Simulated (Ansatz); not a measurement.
C2H7GaGe can be A, `C=[CH][GaH][GeH3]`, or B, `[GeH3][CH]1[CH2][GaH]1`.

Computed with Ansatz on PBE0-D4/def2-TZVP structures; ΔE is electronic, products minus reactants. CBS: MP2 limit from def2 TZ/QZ plus the TZ coupled-cluster correction, frozen cores. DFT in def2-TZVPP. B3LYP here is the variant with VWN-RPA as its local correlation; programs differ in this. For Ga, Ge outer-core shells are correlated without core-valence functions, which leaves a few kJ/mol of doubt a bond. Scalar relativity is left out up to krypton. Each species was taken in one conformer, which may not be the lowest.

Problem. Which isomer does CCSD(T)/CBS put lower? Give the gap. (Estimate.)

Solution. The calculation gave: A, by 18.5 kcal/mol.

Problem. Give E(B) − E(A) in kcal/mol with B3LYP-D4, CCSD(T)/def2-TZVPP, PBE-D4, CCSD(T)/def2-SVP, MP2/def2-TZVPP, B2PLYP, r2SCAN-D4. (Best estimate.)

Solution. Computed: B3LYP-D4 18.2, CCSD(T)/def2-TZVPP 21.0, PBE-D4 14.1, CCSD(T)/def2-SVP 23.4, MP2/def2-TZVPP 20.7, B2PLYP 20.4, r2SCAN-D4 17.8. None reverses the order clearly.

Problem. Does the order hold for the free energy at 298.15 K (harmonic terms from PBE0-D4)? (An estimate is asked.)

Solution. Ansatz gave: Yes: G(B) − G(A) = +20.3 kcal/mol, for one conformer each. Modes under 60 cm⁻¹, often nearly free rotors, make the harmonic entropy too high.

Largest T1 diagnostic: 0.016.

From r2SCAN to r2SCAN0 (25 % exact exchange), in def2-TZVPP and without D4, E(B) − E(A) moves by +2.2 kcal/mol. The D4 term adds −1.8 kcal/mol with B3LYP and −0.8 kcal/mol with PBE0; it sums over pairs of atoms, weighted by their polarisabilities, and B3LYP, whose exchange is more repulsive, gets the larger term.
